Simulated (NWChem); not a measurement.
Species: VSClF2; SMILES [V]([F])(=[S])([F])[Cl]

### Question
Give the equilibrium geometry at PBE-D3(BJ)/def2-SVP (NWChem) as a list of bonds and angles, with the point group.

### Answer
point group Cs; any orientation.
Bond lengths (Å): V1–S2 2.013, V1–F3 1.713, V1–F4 1.713, V1–Cl5 2.145. Bond angles (°): S2–V1–F3 108.8, S2–V1–F4 108.8, S2–V1–Cl5 108.4, F3–V1–F4 110.4, F3–V1–Cl5 110.2, F4–V1–Cl5 110.2.
